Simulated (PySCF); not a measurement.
An unknown is described by computed data only.

Formula: C5H4F8O.

- NMR, other nuclei: isotropic shieldings of nuclei other than C and H, by class: 242 (1 O), 294 (2 F), 313 (2 F), 325 (2 F), 331 (2 F) ppm [GIAO PBE0/pcSseg-1]
- Polarisability: 71.0 au [wB97X-D/def2-SVPD]
- UV, strongest line: among the 10 lowest singlet transitions: S3 at 9.96 eV (124 nm, f = 0.046) [TDDFT wB97X-D/def2-SVPD]
- 13C NMR: chemical shifts (computed TMS as zero) by class: 120.7 (1 C), 116.6 (1 C), 114.6 (1 C), 112.0 (1 C), 59.2 (1 C) ppm [GIAO PBE0/pcSseg-1]
- Dipole: 1.99 D [wB97X-D/def2-SVPD]
- UV, first state: lowest singlet excitation: 9.56 eV (130 nm, f = 0.027) [TDDFT wB97X-D/def2-SVPD]
- Rotational structure: rotational constants A, B, C: 1.174, 0.389, 0.351 GHz [PBE0-D3(BJ)/def2-SVP]
- 1H NMR: chemical shifts (computed TMS as zero) by class: 5.75 (1 H), 5.53 (1 H), 4.16 (2 H) ppm [GIAO PBE0/pcSseg-1]
- Triplet: lowest triplet excitation (Tamm–Dancoff): 9.14 eV [TDA wB97X-D/def2-SVPD]
- Couplings: largest of the computed one-bond spin–spin couplings (means over like bonds): 19F–13C -337.3 (×2), 19F–13C -314.9 (×2), 19F–13C -314.7 (×2), 19F–13C -300.4 (×2), 13C–1H +194.4, 13C–1H +193.5, 13C–1H +155.3 (×2) Hz [B3LYP/pcJ-1, spin–dipole term left out for some pairs]

Gas-phase values; electronic properties from PySCF, density fitting. Levels stand in brackets. NMR shifts are as computed; neighbouring signals can stand in another order in a measured spectrum. Isolated species at its PBE0-D3(BJ)/def2-SVP geometry (one conformer only). NMR classes are plain means over equivalent atoms (diastereotopic ones count apart unless rotation or inversion swaps them), as if these changed places fast.

Question: What is the compound? Reason from the data.

Answer: Numbering: `[F:1][CH:2]([F:3])[C:4]([F:5])([F:6])[CH2:7][O:8][C:9]([F:10])([F:11])[CH:12]([F:13])[F:14]`. Its formula, C5H4F8O, gives 0 degrees of unsaturation, so no ring and no π bond. 5 carbons fall into 5 classes; from least to most shielded: CF2 carbon [C9] (120.7 ppm), CF2 carbon [C4] (116.6 ppm), CHF2 carbon [C2] (114.6 ppm), CHF2 carbon [C12] (112.0 ppm), sp3 carbon bound to oxygen [C7] (59.2 ppm). Hydrogen classes from least to most shielded: 1 H on a CHF2 carbon, C2 (5.75 ppm), 1 H on a CHF2 carbon, C12 (5.53 ppm), 2 H on an sp3 carbon bound to oxygen, C7 (4.16 ppm). The other shieldings belong to: 242 ppm, ether oxygen [O8]; 294 ppm, fluorine of a CF2 group [F10/F11]; 313 ppm, fluorine of a CF2 group [F5/F6]; 325 ppm, fluorine of a CF2 group [F1/F3]; 331 ppm, fluorine of a CF2 group [F13/F14]. The couplings run between: -337.3 Hz, fluorine of a CF2 group [F10] and CF2 carbon [C9] (with 1 like pair); -314.9 Hz, fluorine of a CF2 group [F1] and CHF2 carbon [C2] (with 1 like pair); -314.7 Hz, fluorine of a CF2 group [F13] and CHF2 carbon [C12] (with 1 like pair); -300.4 Hz, fluorine of a CF2 group [F5] and CF2 carbon [C4] (with 1 like pair); +194.4 Hz, CHF2 carbon [C12] and its hydrogen; +193.5 Hz, CHF2 carbon [C2] and its hydrogen; +155.3 Hz, sp3 carbon bound to oxygen [C7] and its hydrogen (with 1 like pair). The optimised geometry has point group C1 and is an asymmetric top. Structure: `FC(COC(F)(C(F)F)F)(C(F)F)F`. The assignments are read from this structure; whether some other isomer fits the data as well wasn't checked.

One-bond C–F couplings are unscaled; at this level they come out some 30 % too large in size.
